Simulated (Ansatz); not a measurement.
Ligand-field states of CrBr₂ at its PBE-D4/def2-TZVP geometry (relaxed as a quintet).

```xyz
3

Cr    0.0000   -0.0001    0.0000
Br    0.0480   -0.7910    2.1873
Br   -0.0479    0.7911   -2.1873
```

CASSCF(4,5) on the Cr 3d shell in def2-TZVP, averaged with equal weights over 5 quintets and 12 triplets and 6 singlets, then SC-NEVPT2; Ansatz, no spin–orbit coupling. The space holds no ligand orbitals and no second d shell, so covalent complexes are described poorly.

**Question.** Estimate the states' energies above the lowest.

**Answer.** 
```
     state  CASSCF (cm⁻¹)  NEVPT2 (cm⁻¹)
 quintet 1              0              0
 quintet 2           1694            466
 quintet 3           1715            464
 quintet 4           6344           5340
 quintet 5           6344           5340
 triplet 1          20043          18500
 triplet 2          20043          18500
 triplet 3          20092          18192
 triplet 4          20092          18192
 triplet 5          20257          18105
 triplet 6          20257          18105
 triplet 7          20759          18451
 triplet 8          20759          18451
 triplet 9          21250          18617
triplet 10          21268          18618
triplet 11          21442          18389
triplet 12          22184          18734
 singlet 1          27883          26136
 singlet 2          27883          26136
 singlet 3          28801          26153
 singlet 4          28801          26153
 singlet 5          29912          25572
 singlet 6          30047          26528
```
The lowest NEVPT2 state is a quintet. Run time 91 s (2 threads of Intel Xeon Platinum 8259CL on a shared host), peak host memory 0.74 GiB.
